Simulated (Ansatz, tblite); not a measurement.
Isomers of CuSe₅ (doublet), found by a short tight-binding search and relaxed with PBE-D4/def2-SVP in Ansatz.

The xTB rows come from tblite.

Run but left out: HF/def2-SVP, PBE0-D4/def2-SVP, B2PLYP/def2-SVP, MP2/def2-SVP (A: ⟨S²⟩ 1.28 to 1.80, where a pure state has 0.75).

A: At PBE-D4/def2-SVP, revPBE-D4/def2-SVP, r2SCAN-D4/def2-SVP the charge 0 doublet is spin-contaminated (final ⟨S²⟩ up to 0.99, 0.75 for a pure state). At PBE-D4/def2-SVP, revPBE-D4/def2-SVP, r2SCAN-D4/def2-SVP the gap within one spin of the charge 0 doublet nearly closes, so an electron or hole may be smeared out by delocalisation error.

Other spin states were run for one of them alone.

A:

Cartesian coordinates in Å:
```
Cu 0.327 -0.207 0.061
Se -0.447 2.031 0.170
Se 1.823 -2.065 0.376
Se -1.769 -1.047 -0.616
Se 2.588 0.102 0.554
Se -2.522 1.186 -0.545
```

B:

```csv
atom,x (Å),y (Å),z (Å)
Cu1,0.525,0.258,1.005
Se2,-1.417,1.392,-0.229
Se3,-1.635,0.409,1.901
Se4,-0.894,-0.326,-1.876
Se5,1.945,-1.547,0.532
Se6,1.476,-0.187,-1.334
```

C:

```xyz
6

Cu    0.6773    0.8303    1.1134
Se    1.1404   -0.9352   -1.6199
Se   -1.3258    0.4399    2.0989
Se   -0.9557    0.1618   -1.6761
Se    2.5053    0.2946   -0.1144
Se   -2.0413   -0.7915    0.1982
```

Problem. Estimate their order by electronic energy at r2SCAN-D4/def2-SVP, counted from the lowest.

Solution. C (0.0) < A (13.0) < B (15.9), in kJ/mol.

Problem. Do the other levels pick the same lowest one?

Solution. All that were run do. Energies above each level's lowest (kJ/mol):

| level | A | B | C |
| --- | --- | --- | --- |
| GFN1-xTB | 51.2 | 8.2 | 0.0 |
| GFN2-xTB | 48.3 | 60.4 | 0.0 |
| PBE-D4/def2-SVP | 22.4 | 17.9 | 0.0 |
| revPBE-D4/def2-SVP | 24.8 | 18.5 | 0.0 |
| r2SCAN-D4/def2-SVP | 13.0 | 15.9 | 0.0 |
Point groups (tolerance 0.1 Å): A not assigned, B Cs, C Cs. Lower isomers may exist.
